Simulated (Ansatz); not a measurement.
Molecular dynamics of H$_{4}$O$_{3}$SSi

input.yaml

```yaml
crystal:
  periodic: [false, false, false]
  atoms:
    - { symbol: Si, position_ang: [-0.466491, -0.424766, -0.078029] }
    - { symbol: S, position_ang: [1.538194, 0.946405, 0.863263] }
    - { symbol: O, position_ang: [-0.07184, -1.536704, 0.922367] }
    - { symbol: H, position_ang: [1.282524, -0.335594, 1.359914] }
    - { symbol: O, position_ang: [-1.768527, 0.577551, 0.046909] }
    - { symbol: O, position_ang: [-0.055817, -0.422043, -1.666931] }
    - { symbol: H, position_ang: [2.322824, 0.460825, -0.125525] }
    - { symbol: H, position_ang: [-2.22343, 0.543835, 0.898461] }
    - { symbol: H, position_ang: [-0.557539, 0.190492, -2.220431] }
basis:
  gaussian: { orbitals: def2-SVP }
hamiltonian:
  xc: r2scan
md:
  timestep: 0.5
  n_steps: 200
  ensemble: nve
  temperature: 300.0
  initial_velocities: maxwell_boltzmann
  seed: 5881
```

Command:

```bash
$ ansatz run input.yaml --threads 2 --pin off --max-ram 3072MiB --backend cpu --events-out ev --progress --plain --runs-dir out
```

It starts at the highest image of a converged band, a first-order saddle point between two minima.

Output, in part (one step line in 3, the closing report, with atoms numbered from 0):

```
md step     0: t =     0.00 fs  T =   300.0 K  F+E_penalty+E_count = -24906.84489195 eV  E_kin = 0.271446 eV  conserved = -24906.57344595 eV  (31 SCF iters)
md step     3: t =     1.50 fs  T =   273.7 K  F+E_penalty+E_count = -24906.82057908 eV  E_kin = 0.247634 eV  conserved = -24906.57294544 eV  (32 SCF iters)
md step     6: t =     3.00 fs  T =   247.5 K  F+E_penalty+E_count = -24906.79698161 eV  E_kin = 0.223986 eV  conserved = -24906.57299603 eV  (31 SCF iters)
md step     9: t =     4.50 fs  T =   222.2 K  F+E_penalty+E_count = -24906.77427564 eV  E_kin = 0.201069 eV  conserved = -24906.57320658 eV  (32 SCF iters)
md step    12: t =     6.00 fs  T =   176.8 K  F+E_penalty+E_count = -24906.73274571 eV  E_kin = 0.159979 eV  conserved = -24906.57276681 eV  (31 SCF iters)
md step    15: t =     7.50 fs  T =   159.6 K  F+E_penalty+E_count = -24906.71731842 eV  E_kin = 0.144391 eV  conserved = -24906.57292791 eV  (32 SCF iters)
md step    18: t =     9.00 fs  T =   154.0 K  F+E_penalty+E_count = -24906.71242901 eV  E_kin = 0.139309 eV  conserved = -24906.57311997 eV  (32 SCF iters)
md step    21: t =    10.50 fs  T =   144.2 K  F+E_penalty+E_count = -24906.70318379 eV  E_kin = 0.130495 eV  conserved = -24906.57268870 eV  (34 SCF iters)
md step    24: t =    12.00 fs  T =   168.9 K  F+E_penalty+E_count = -24906.72604661 eV  E_kin = 0.152845 eV  conserved = -24906.57320143 eV  (33 SCF iters)
md step    27: t =    13.50 fs  T =   175.2 K  F+E_penalty+E_count = -24906.73165911 eV  E_kin = 0.158508 eV  conserved = -24906.57315064 eV  (33 SCF iters)
md step    30: t =    15.00 fs  T =   163.1 K  F+E_penalty+E_count = -24906.72036902 eV  E_kin = 0.147545 eV  conserved = -24906.57282366 eV  (32 SCF iters)
md step    33: t =    16.50 fs  T =   168.2 K  F+E_penalty+E_count = -24906.72540609 eV  E_kin = 0.152196 eV  conserved = -24906.57320985 eV  (33 SCF iters)
md step    36: t =    18.00 fs  T =   150.3 K  F+E_penalty+E_count = -24906.70906856 eV  E_kin = 0.135982 eV  conserved = -24906.57308650 eV  (32 SCF iters)
md step    39: t =    19.50 fs  T =   125.1 K  F+E_penalty+E_count = -24906.68595259 eV  E_kin = 0.113171 eV  conserved = -24906.57278110 eV  (31 SCF iters)
md step    42: t =    21.00 fs  T =   124.5 K  F+E_penalty+E_count = -24906.68583181 eV  E_kin = 0.112654 eV  conserved = -24906.57317785 eV  (31 SCF iters)
md step    45: t =    22.50 fs  T =   109.8 K  F+E_penalty+E_count = -24906.67230670 eV  E_kin = 0.099386 eV  conserved = -24906.57292047 eV  (33 SCF iters)
md step    48: t =    24.00 fs  T =   106.5 K  F+E_penalty+E_count = -24906.66920821 eV  E_kin = 0.096363 eV  conserved = -24906.57284570 eV  (32 SCF iters)
md step    51: t =    25.50 fs  T =   120.8 K  F+E_penalty+E_count = -24906.68253731 eV  E_kin = 0.109271 eV  conserved = -24906.57326603 eV  (32 SCF iters)
md step    54: t =    27.00 fs  T =   108.8 K  F+E_penalty+E_count = -24906.67139299 eV  E_kin = 0.098469 eV  conserved = -24906.57292424 eV  (31 SCF iters)
md step    57: t =    28.50 fs  T =   105.5 K  F+E_penalty+E_count = -24906.66842424 eV  E_kin = 0.095474 eV  conserved = -24906.57295008 eV  (32 SCF iters)
md step    60: t =    30.00 fs  T =   109.0 K  F+E_penalty+E_count = -24906.67188390 eV  E_kin = 0.098636 eV  conserved = -24906.57324822 eV  (30 SCF iters)
md step    63: t =    31.50 fs  T =    87.5 K  F+E_penalty+E_count = -24906.65198747 eV  E_kin = 0.079178 eV  conserved = -24906.57280937 eV  (32 SCF iters)
md step    66: t =    33.00 fs  T =    89.8 K  F+E_penalty+E_count = -24906.65405766 eV  E_kin = 0.081224 eV  conserved = -24906.57283337 eV  (31 SCF iters)
md step    69: t =    34.50 fs  T =   113.4 K  F+E_penalty+E_count = -24906.67581682 eV  E_kin = 0.102620 eV  conserved = -24906.57319698 eV  (31 SCF iters)
md step    72: t =    36.00 fs  T =   122.6 K  F+E_penalty+E_count = -24906.68373847 eV  E_kin = 0.110936 eV  conserved = -24906.57280281 eV  (31 SCF iters)
md step    75: t =    37.50 fs  T =   153.8 K  F+E_penalty+E_count = -24906.71222944 eV  E_kin = 0.139145 eV  conserved = -24906.57308442 eV  (31 SCF iters)
md step    78: t =    39.00 fs  T =   179.5 K  F+E_penalty+E_count = -24906.73558965 eV  E_kin = 0.162406 eV  conserved = -24906.57318401 eV  (31 SCF iters)
md step    81: t =    40.50 fs  T =   185.3 K  F+E_penalty+E_count = -24906.74054522 eV  E_kin = 0.167675 eV  conserved = -24906.57287066 eV  (31 SCF iters)
md step    84: t =    42.00 fs  T =   202.9 K  F+E_penalty+E_count = -24906.75680956 eV  E_kin = 0.183601 eV  conserved = -24906.57320886 eV  (31 SCF iters)
md step    87: t =    43.50 fs  T =   193.4 K  F+E_penalty+E_count = -24906.74830114 eV  E_kin = 0.175034 eV  conserved = -24906.57326697 eV  (32 SCF iters)
md step    90: t =    45.00 fs  T =   156.6 K  F+E_penalty+E_count = -24906.71442432 eV  E_kin = 0.141706 eV  conserved = -24906.57271786 eV  (32 SCF iters)
md step    93: t =    46.50 fs  T =   150.5 K  F+E_penalty+E_count = -24906.70925003 eV  E_kin = 0.136132 eV  conserved = -24906.57311780 eV  (31 SCF iters)
md step    96: t =    48.00 fs  T =   138.7 K  F+E_penalty+E_count = -24906.69854269 eV  E_kin = 0.125527 eV  conserved = -24906.57301572 eV  (32 SCF iters)
md step    99: t =    49.50 fs  T =   128.2 K  F+E_penalty+E_count = -24906.68879272 eV  E_kin = 0.116014 eV  conserved = -24906.57277918 eV  (32 SCF iters)
md step   102: t =    51.00 fs  T =   144.6 K  F+E_penalty+E_count = -24906.70397155 eV  E_kin = 0.130859 eV  conserved = -24906.57311298 eV  (33 SCF iters)
md step   105: t =    52.50 fs  T =   154.4 K  F+E_penalty+E_count = -24906.71261606 eV  E_kin = 0.139678 eV  conserved = -24906.57293798 eV  (31 SCF iters)
md step   108: t =    54.00 fs  T =   175.6 K  F+E_penalty+E_count = -24906.73181599 eV  E_kin = 0.158891 eV  conserved = -24906.57292518 eV  (32 SCF iters)
md step   111: t =    55.50 fs  T =   204.9 K  F+E_penalty+E_count = -24906.75876839 eV  E_kin = 0.185407 eV  conserved = -24906.57336103 eV  (31 SCF iters)
md step   114: t =    57.00 fs  T =   194.7 K  F+E_penalty+E_count = -24906.74912388 eV  E_kin = 0.176155 eV  conserved = -24906.57296888 eV  (32 SCF iters)
md step   117: t =    58.50 fs  T =   187.0 K  F+E_penalty+E_count = -24906.74207692 eV  E_kin = 0.169198 eV  conserved = -24906.57287842 eV  (31 SCF iters)
md step   120: t =    60.00 fs  T =   192.2 K  F+E_penalty+E_count = -24906.74716957 eV  E_kin = 0.173901 eV  conserved = -24906.57326869 eV  (31 SCF iters)
md step   123: t =    61.50 fs  T =   170.0 K  F+E_penalty+E_count = -24906.72674136 eV  E_kin = 0.153824 eV  conserved = -24906.57291717 eV  (32 SCF iters)
md step   126: t =    63.00 fs  T =   154.4 K  F+E_penalty+E_count = -24906.71264729 eV  E_kin = 0.139670 eV  conserved = -24906.57297696 eV  (30 SCF iters)
md step   129: t =    64.50 fs  T =   144.6 K  F+E_penalty+E_count = -24906.70393302 eV  E_kin = 0.130840 eV  conserved = -24906.57309348 eV  (30 SCF iters)
md step   132: t =    66.00 fs  T =   129.4 K  F+E_penalty+E_count = -24906.68984508 eV  E_kin = 0.117039 eV  conserved = -24906.57280604 eV  (30 SCF iters)
md step   135: t =    67.50 fs  T =   139.3 K  F+E_penalty+E_count = -24906.69909399 eV  E_kin = 0.126053 eV  conserved = -24906.57304067 eV  (31 SCF iters)
md step   138: t =    69.00 fs  T =   144.5 K  F+E_penalty+E_count = -24906.70407288 eV  E_kin = 0.130786 eV  conserved = -24906.57328713 eV  (30 SCF iters)
md step   141: t =    70.50 fs  T =   122.2 K  F+E_penalty+E_count = -24906.68328419 eV  E_kin = 0.110524 eV  conserved = -24906.57276033 eV  (31 SCF iters)
md step   144: t =    72.00 fs  T =   126.7 K  F+E_penalty+E_count = -24906.68768460 eV  E_kin = 0.114627 eV  conserved = -24906.57305719 eV  (31 SCF iters)
md step   147: t =    73.50 fs  T =   130.1 K  F+E_penalty+E_count = -24906.69089526 eV  E_kin = 0.117718 eV  conserved = -24906.57317700 eV  (30 SCF iters)
md step   150: t =    75.00 fs  T =   115.5 K  F+E_penalty+E_count = -24906.67729911 eV  E_kin = 0.104487 eV  conserved = -24906.57281245 eV  (30 SCF iters)
md step   153: t =    76.50 fs  T =   122.7 K  F+E_penalty+E_count = -24906.68406927 eV  E_kin = 0.111046 eV  conserved = -24906.57302351 eV  (30 SCF iters)
md step   156: t =    78.00 fs  T =   129.7 K  F+E_penalty+E_count = -24906.69049394 eV  E_kin = 0.117373 eV  conserved = -24906.57312119 eV  (31 SCF iters)
md step   159: t =    79.50 fs  T =   129.8 K  F+E_penalty+E_count = -24906.69021804 eV  E_kin = 0.117448 eV  conserved = -24906.57276987 eV  (30 SCF iters)
md step   162: t =    81.00 fs  T =   154.2 K  F+E_penalty+E_count = -24906.71277969 eV  E_kin = 0.139528 eV  conserved = -24906.57325121 eV  (31 SCF iters)
md step   165: t =    82.50 fs  T =   154.0 K  F+E_penalty+E_count = -24906.71240664 eV  E_kin = 0.139303 eV  conserved = -24906.57310360 eV  (32 SCF iters)
md step   168: t =    84.00 fs  T =   142.1 K  F+E_penalty+E_count = -24906.70138308 eV  E_kin = 0.128572 eV  conserved = -24906.57281083 eV  (31 SCF iters)
md step   171: t =    85.50 fs  T =   150.2 K  F+E_penalty+E_count = -24906.70919412 eV  E_kin = 0.135948 eV  conserved = -24906.57324618 eV  (32 SCF iters)
md step   174: t =    87.00 fs  T =   132.7 K  F+E_penalty+E_count = -24906.69311934 eV  E_kin = 0.120054 eV  conserved = -24906.57306510 eV  (31 SCF iters)
md step   177: t =    88.50 fs  T =   111.3 K  F+E_penalty+E_count = -24906.67350758 eV  E_kin = 0.100710 eV  conserved = -24906.57279772 eV  (31 SCF iters)
md step   180: t =    90.00 fs  T =   114.4 K  F+E_penalty+E_count = -24906.67673009 eV  E_kin = 0.103520 eV  conserved = -24906.57320963 eV  (32 SCF iters)
md step   183: t =    91.50 fs  T =   101.2 K  F+E_penalty+E_count = -24906.66442672 eV  E_kin = 0.091555 eV  conserved = -24906.57287148 eV  (31 SCF iters)
md step   186: t =    93.00 fs  T =   105.9 K  F+E_penalty+E_count = -24906.66864757 eV  E_kin = 0.095842 eV  conserved = -24906.57280522 eV  (30 SCF iters)
md step   189: t =    94.50 fs  T =   134.7 K  F+E_penalty+E_count = -24906.69515415 eV  E_kin = 0.121923 eV  conserved = -24906.57323151 eV  (31 SCF iters)
md step   192: t =    96.00 fs  T =   143.9 K  F+E_penalty+E_count = -24906.70311160 eV  E_kin = 0.130239 eV  conserved = -24906.57287219 eV  (31 SCF iters)
md step   195: t =    97.50 fs  T =   167.3 K  F+E_penalty+E_count = -24906.72436097 eV  E_kin = 0.151335 eV  conserved = -24906.57302632 eV  (32 SCF iters)
md step   198: t =    99.00 fs  T =   189.1 K  F+E_penalty+E_count = -24906.74437623 eV  E_kin = 0.171108 eV  conserved = -24906.57326871 eV  (30 SCF iters)
md step   200: t =   100.00 fs  T =   184.6 K  F+E_penalty+E_count = -24906.74006010 eV  E_kin = 0.167058 eV  conserved = -24906.57300237 eV  (29 SCF iters)
Total energy: -24906.74006872 eV, -915.3058151308 hartree
Atom 0 at    -0.559971    -0.496678    -0.113901 Å, force    -0.684654     1.044880    -0.779032 eV/Å
Atom 1 at     1.699436     1.048949     0.906822 Å, force    -0.457958    -0.440828     0.263372 eV/Å
Atom 2 at    -0.187793    -1.584997     0.885717 Å, force     0.303222    -0.485741     0.436626 eV/Å
Atom 3 at     1.371345    -0.163795     1.485346 Å, force     0.145150     0.354788    -0.114389 eV/Å
Atom 4 at    -1.856603     0.548348     0.064599 Å, force     0.324155    -0.505900     0.529643 eV/Å
Atom 5 at    -0.028560    -0.435118    -1.684015 Å, force    -0.146977    -0.056875     0.791675 eV/Å
Atom 6 at     2.283695     0.408323    -0.117338 Å, force     0.202512    -0.082998    -0.213634 eV/Å
Atom 7 at    -2.281203     0.468285     0.953286 Å, force     0.476866     0.048976    -0.899450 eV/Å
Atom 8 at    -0.267543     0.326434    -2.222721 Å, force    -0.162316     0.123697    -0.014810 eV/Å
Dipole moment:    -0.037421     0.589409    -0.225074 e Å
```

All steps were run. The conserved energy stayed within 0.085 meV per atom of its start (net change 0.049 meV per atom), so the integration is sound. A run of 0.1 ps of so small a system gives no equilibrium averages. The orbitals stay closed-shell, which can raise the energy where a bond breaks towards radicals; this wasn't checked here.

Between its relaxed ends the band would form S2–H4 and break O3–H4. These pairs go: S2–H4 1.40 → 1.38 Å, O3–H4 1.86 → 2.19 Å. In the last frame they stand as after the step (other bonds may differ from the relaxed reactants and products). Also parted: Si1–S2 2.60 → 2.92 Å. It ends as H2O3Si + H2S. Pairs count as bonded within 1.25 times the sum of covalent radii (0.12 Å more for H–H).

Last frame:

```xyz
9
Properties=species:S:1:pos:R:3
Si -0.560 -0.497 -0.114
S 1.699 1.049 0.907
O -0.188 -1.585 0.886
H 1.371 -0.164 1.485
O -1.857 0.548 0.065
O -0.029 -0.435 -1.684
H 2.284 0.408 -0.117
H -2.281 0.468 0.953
H -0.268 0.326 -2.223
```

The run took 6 min on 2 threads of Intel(R) Xeon(R) Platinum 8488C (Sapphire Rapids), with other jobs on the host, peak memory 0.17 GiB.
